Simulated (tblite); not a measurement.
C₂H₄F₂SeSi.
Atom-mapped SMILES: `[CH2:1]=[CH:2][Se:3][SiH:4]([F:5])[F:6]` (hydrogens: H7, H8 on C1; H9 on C2; H10 on Si4)

Computed with GFN2-xTB (tblite), gas phase: L-BFGS steps from a force-field or distance-geometry start until the largest atomic force falls under 0.01 eV/Å.

At the end of the run (lengths in Å): Si4–F5 1.591, Si4–F6 1.598, Se3–Si4 2.240, Si4–H10 1.443, C1–H7 1.077, C2–Se3 1.918, C2–H9 1.080, C2–Se3–Si4 97.9°, F5–Si4–F6 103.1°, Se3–Si4–F5 108.0°, Se3–Si4–F6 110.3°, C1–C2–Se3–Si4 171°, C2–Se3–Si4–F5 156°, H10–Si4–Se3–C2 -79°.

**Question.** These geometries were met on the way; a selection of coordinates is given. Order them by energy above the end point, lowest first.
A. Si4–F5 1.561, Si4–F6 1.571, Se3–Si4 2.293, Si4–H10 1.458, C1–H7 1.072, C2–Se3 1.930, C2–H9 1.079, C2–Se3–Si4 109.9°, F5–Si4–F6 112.8°, Se3–Si4–F5 107.1°, Se3–Si4–F6 112.8°, C1–C2–Se3–Si4 173°, C2–Se3–Si4–F5 105°, H10–Si4–Se3–C2 -138°
B. Si4–F5 1.597, Si4–F6 1.597, Se3–Si4 2.260, Si4–H10 1.436, C1–H7 1.080, C2–Se3 1.929, C2–H9 1.079, C2–Se3–Si4 106.5°, F5–Si4–F6 99.6°, Se3–Si4–F5 110.7°, Se3–Si4–F6 113.3°, C1–C2–Se3–Si4 173°, C2–Se3–Si4–F5 100°, H10–Si4–Se3–C2 -138°
C. Si4–F5 1.597, Si4–F6 1.596, Se3–Si4 2.229, Si4–H10 1.424, C1–H7 1.079, C2–Se3 1.923, C2–H9 1.079, C2–Se3–Si4 110.0°, F5–Si4–F6 106.1°, Se3–Si4–F5 109.0°, Se3–Si4–F6 114.7°, C1–C2–Se3–Si4 172°, C2–Se3–Si4–F5 103°, H10–Si4–Se3–C2 -138°
D. Si4–F5 1.701, Si4–F6 1.680, Se3–Si4 2.266, Si4–H10 1.464, C1–H7 1.097, C2–Se3 1.928, C2–H9 1.091, C2–Se3–Si4 110.5°, F5–Si4–F6 110.9°, Se3–Si4–F5 106.8°, Se3–Si4–F6 113.3°, C1–C2–Se3–Si4 173°, C2–Se3–Si4–F5 104°, H10–Si4–Se3–C2 -138°
E. Si4–F5 1.596, Si4–F6 1.596, Se3–Si4 2.245, Si4–H10 1.430, C1–H7 1.078, C2–Se3 1.925, C2–H9 1.083, C2–Se3–Si4 101.0°, F5–Si4–F6 100.8°, Se3–Si4–F5 113.1°, Se3–Si4–F6 110.7°, C1–C2–Se3–Si4 174°, C2–Se3–Si4–F5 101°, H10–Si4–Se3–C2 -136°

**Answer.** E (0.045 eV), B (0.077 eV), C (0.130 eV), A (0.225 eV), D (0.424 eV).

| step | E above end (eV) | rms distance from the end, all atoms (Å) | largest force (eV/Å) | rms shift of all bonds from the end (Å) |
| --- | --- | --- | --- | --- |
| 22 | 0.045 | 0.531 | 0.228 | 0.006 |
| 13 | 0.077 | 0.552 | 0.270 | 0.008 |
| 5 | 0.130 | 0.568 | 0.479 | 0.008 |
| 2 | 0.225 | 0.574 | 2.110 | 0.024 |
| 0 | 0.424 | 0.586 | 2.255 | 0.048 |

Rows stand in the order of the answer.
